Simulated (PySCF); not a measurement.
Which orbitals make which state

Species: C6H10O.
Cartesian coordinates in Å at the GFN2-xTB level; atoms count from 1:
```xyz
17
C6H10O angstrom
C     -2.3594   -0.3693    0.1463
C     -1.1482    0.5520    0.0836
C      0.1221   -0.2058   -0.3099
C      1.3613    0.7132   -0.3974
C      2.2326    0.1560    0.6929
C      1.6254   -0.8914    1.2298
O      0.4193   -1.1956    0.6869
H     -2.5538   -0.8076   -0.8299
H     -3.2418    0.1822    0.4610
H     -2.1757   -1.1734    0.8536
H     -0.9849    1.0128    1.0603
H     -1.3176    1.3449   -0.6479
H     -0.0553   -0.7443   -1.2487
H      1.8491    0.6568   -1.3731
H      1.0967    1.7574   -0.2148
H      3.1829    0.5668    0.9658
H      1.9405   -1.5426    2.0249
```

Method used: TDDFT CAM-B3LYP/def2-SVPD, vertical, gas phase, core orbitals frozen in the response (PySCF 2.14.0, density-fitted response routines).

Orbital energies (eV): HOMO-3 -11.04, HOMO-2 -10.79, HOMO-1 -10.62, HOMO -7.47, LUMO 1.41, LUMO+1 1.86, LUMO+2 1.97.

Problem. Among the lowest singlets, which states do these configurations lead, and at what energies: HOMO→LUMO, HOMO→LUMO+1?

Solution. 

| state | leading configuration | weight | Δε (eV) | E (eV) | E − Δε (eV) | f | other configurations |
| --- | --- | --- | --- | --- | --- | --- | --- |
| S1 | HOMO→LUMO | 0.82 | 8.88 | 5.98 | -2.90 | 0.012 | – |
| S2 | HOMO→LUMO+1 | 0.75 | 9.33 | 6.34 | -2.98 | 0.134 | H→L+2 (16%) |

E − Δε runs from -2.98 to -2.90 eV. Among themselves, these states come in the order of their orbital differences. Δε is the difference of the two orbital energies.

H and L stand for HOMO and LUMO. The other states: S3 6.87 eV, f 0.016, H→L+3 (65%), H→L+4 (20%); S4 6.93 eV, f 0.018, H→L+4 (44%), H→L+2 (19%), H→L+1 (12%); S5 7.09 eV, f 0.018, H→L+2 (36%), H→L+4 (23%), H→L+3 (18%); S6 7.57 eV, f 0.0015, H→L+5 (54%), H→L+7 (14%), H→L+2 (9%); S7 7.67 eV, f 0.0063, H→L+6 (46%), H→L+7 (24%); S8 7.75 eV, f 0.017, H→L+7 (41%), H→L+6 (36%).

Triplets (Tamm–Dancoff): T1 4.06 eV, H→L+1 (38%), H→L+2 (25%), H→L+4 (25%); T2 5.90 eV, H→L (73%), H→L+1 (17%); T3 6.73 eV, H→L+4 (46%), H→L+1 (24%), H→L+3 (13%).

On one thread of an Intel Xeon at 2.50 GHz, on a shared host, this took 2.2 min wall (grids of density and orbitals included) and 1.0 GiB of memory at its peak.

One conformer stands for the species.
